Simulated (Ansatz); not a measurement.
Basis-set series for `C[C@@]12[C@H]3[C@H]4[C@H]5[C@@H]1[Hf]45321678([OH])([OH])[C@@H]2[C@H]1[C@H]6[C@@]7(C)[C@@H]28`. Total charge 0; spin multiplicity 1. Hf: def2 effective core potential. The geometry is a stationary point of PBE0-D4/def2-TZVP. It is one conformer, not always the lowest.

```xyz
31

C    -2.5822   -0.6004   -2.4174
C    -1.4659    0.3337   -2.0983
C    -1.5596    1.5014   -1.3007
C    -0.2973    2.1209   -1.2568
C     0.6019    1.3281   -2.0056
C    -0.1282    0.2383   -2.5296
Hf   -0.0217   -0.0523    0.0025
O     0.8416   -1.7698   -0.5340
O    -1.8054   -0.6996    0.6207
C     1.6746    1.4381    1.1364
C     0.4946    1.5015    1.9118
C     0.3146    0.2368    2.5147
C     1.3578   -0.6176    2.1068
C     1.5634   -2.0389    2.5043
C     2.1927    0.1345    1.2432
H    -2.2116   -1.5087   -2.8965
H    -3.2963   -0.1326   -3.1013
H    -3.1137   -0.8855   -1.5072
H    -2.4511    1.8358   -0.7903
H    -0.0570    3.0345   -0.7341
H     1.6519    1.5263   -2.1649
H     0.2774   -0.5487   -3.1492
H     0.5667   -2.2685   -1.3022
H    -1.9218   -1.2052    1.4240
H     2.0985    2.2435    0.5555
H    -0.1448    2.3631    2.0370
H    -0.4993   -0.0351    3.1716
H     2.4239   -2.1344    3.1727
H     1.7408   -2.6599    1.6239
H     0.6908   -2.4313    3.0301
H     3.0648   -0.2480    0.7328
```

| functional | basis | functions | energy (Eh) | HOMO (eV) | LUMO (eV) |
| --- | --- | --- | --- | --- | --- |
| PBE0-D4 | def2-SVP | 308 | -664.41767 | -6.38 | -0.04 |
| PBE0-D4 | def2-QZVPP | 1359 | -665.14175 | -6.36 | -0.14 |
| ωB97M-V | def2-SVP | 308 | -664.77990 | -8.42 | 1.92 |
| ωB97M-V | def2-QZVPP | 1359 | -665.53094 | -8.39 | 0.93 |

Problem. Give the rows for def2-TZVPP. (Estimate.)

Solution. Ansatz gave: 
```csv
functional,basis,functions,energy (Eh),HOMO (eV),LUMO (eV)
PBE0-D4,def2-TZVPP,714,-665.10831,-6.34,-0.09
ωB97M-V,def2-TZVPP,714,-665.49957,-8.38,1.36
```

Positive LUMOs are unbound and depend on the basis.
